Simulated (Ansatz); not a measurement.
Geometry optimisation, RKS r2SCAN/6-31G in Ansatz 0.2.0.

The input (input.yaml):

```yaml
crystal:
  periodic: [false, false, false]
  atoms:
    - { symbol: Al, position_ang: [0.0, 0.0, 0.0] }
    - { symbol: O, position_ang: [0.0, 0.0, 1.78] }
    - { symbol: H, position_ang: [-0.9095, -0.2814, 2.1171] }
    - { symbol: Cl, position_ang: [1.9312, 0.0, -1.115] }
    - { symbol: Cl, position_ang: [-1.9312, 0.0, -1.115] }
basis:
  gaussian: { orbitals: "6-31G" }
hamiltonian:
  xc: r2scan
relax:
  f_tol: 0.02
  max_steps: 40
```

Command:

```bash
$ ansatz run input.yaml --threads 1 --pin off --max-ram 2048MiB --backend cpu --events-out ev --progress --plain --runs-dir out
```

Problem. Where does it end, and by what steps?

Solution. The forces met the threshold. The force dipped under the threshold on the way, but the program's further checks kept it going. Limits of this set-up: no polarisation functions. After 9 steps the energy has fallen by 0.320 eV; H3 moved furthest, 0.62 Å.

```tsv
step	energy less start (eV)	largest force component (eV/Å)	accepted
0	0.0000	1.564	yes
1	0.0104	2.879	no
2	-0.1804	1.089	yes
3	-0.2567	0.469	yes
4	-0.2982	0.423	yes
5	-0.3159	0.182	yes
6	-0.3196	0.013	yes
7	-0.3196	0.215	yes
8	-0.3202	0.025	yes
9	-0.3202	0.006	yes
```

```xyz
5
Properties=species:S:1:pos:R:3
Al -0.133 -0.033 -0.066
O -0.327 -0.128 1.577
H -0.450 -0.185 2.518
Cl 1.844 0.031 -0.961
Cl -1.843 0.033 -1.401
```

Whether the end is a true minimum wasn't checked by a vibrational analysis.

The run took 47 s on 1 thread of Arm Neoverse V1, on a shared host, peak memory 0.14 GiB.
